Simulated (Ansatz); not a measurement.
`O[SiH](F)[SiH2][SiH3]` + H₂Te → `O[SiH](F)[TeH]` + `[SiH3][SiH3]` at 700 K and 1 bar (cleavage of the Si–Si bond).

Computed with Ansatz on PBE0-D4/def2-TZVP structures; ΔE is electronic, products minus reactants. CBS: MP2 limit from def2 TZ/QZ plus the TZ coupled-cluster correction, frozen cores. def2 core potentials past Kr. For Te outer-core shells are correlated without core-valence functions, which leaves a few kJ/mol of doubt a bond. One conformer a species, not always the lowest.

```json
{"species": "`O[SiH](F)[SiH2][SiH3]`", "CCSD(T)/CBS energy (Eh)": "-1046.52114", "H − E (kJ/mol)": "280.1", "S (J/(mol·K))": "556.5"}
{"species": "H₂Te", "CCSD(T)/CBS energy (Eh)": "-268.91024", "H − E (kJ/mol)": "57.2", "S (J/(mol·K))": "261.6"}
{"species": "`O[SiH](F)[TeH]`", "CCSD(T)/CBS energy (Eh)": "-733.71271", "H − E (kJ/mol)": "152.4", "S (J/(mol·K))": "439.5"}
{"species": "`[SiH3][SiH3]`", "CCSD(T)/CBS energy (Eh)": "-581.74359", "H − E (kJ/mol)": "186.9", "S (J/(mol·K))": "363.0"}
```

H − E and S are ideal-gas, rigid-rotor, harmonic terms from PBE0-D4/def2-TZVP, for one conformer and one mirror image of each species. 1 Eh = 2625.50 kJ/mol, R = 8.31446 J/(mol·K).

By hand: ΔE, ΔH, ΔS and ΔG.

ΔE = (-733.71271) + (-581.74359) − (-1046.52114) − (-268.91024) = -0.02492 Eh = -65.4 kJ/mol. Δ(H − E) = 152.4 + 186.9 − 280.1 − 57.2 = 2.0, so ΔH = -63.4 kJ/mol. ΔS = 439.5 + 363.0 − 556.5 − 261.6 = -15.6 J/(mol·K). ΔG = -63.4 − 700 × (-15.6)/1000 = -52.5 kJ/mol.

By hand: the equilibrium constant, and the temperature at which ΔG would vanish if ΔH and ΔS stayed fixed.

log₁₀ K = −ΔG/(RT ln 10) = 3.9. ΔG = 0 at ΔH/ΔS = 4064 K, far beyond where these terms or the molecules hold.

ΔH outweighs TΔS. A doubt of 5 kJ/mol in ΔE shifts log₁₀ K by 0.4 here. Other conformers and mirror images would add mixing entropy, several J/(mol·K) or more a flexible species. Modes under 60 cm⁻¹, often nearly free rotors, make the harmonic entropy too high. These are equilibria of isolated gas molecules and say nothing of rates. Largest T1 diagnostic: 0.013 (customary marks: 0.02 for closed shells, 0.045 for open ones).
